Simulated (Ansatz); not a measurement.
Mulliken charges of CH5BO2Se (`C[Se]B(O)O`) from ωB97M-V/def2-TZVPP in Ansatz (PBE0-D4/def2-TZVP geometry).

```csv
atom,x (Å),y (Å),z (Å),charge (e)
C1,-0.592,-1.648,-0.102,-0.459
Se2,0.546,-0.726,1.188,-0.015
B3,0.566,1.051,0.354,0.226
O4,-0.089,1.364,-0.800,-0.299
O5,1.289,2.004,0.994,-0.281
H6,-1.583,-1.197,-0.137,0.146
H7,-0.691,-2.674,0.246,0.149
H8,-0.130,-1.659,-1.089,0.146
H9,-0.576,0.637,-1.190,0.201
H10,1.259,2.849,0.536,0.186
```

Task: By hand: the dipole of these point charges (1 e Å = 4.8032 D).

Result: Σ q r = (-0.179, -0.124, -0.213) e Å, of length 0.305 e Å = 1.46 D.

Task: How does the dipole of the full density compare? (An estimate is asked.)

Result: Computed: (-0.307, -0.069, -0.436) e Å, 2.58 D; the point charges give 0.57 times that, at 17° from its direction.

Point charges leave out the atoms' own dipoles, such as those of lone pairs, and Mulliken's split depends on the basis, so the two needn't agree.
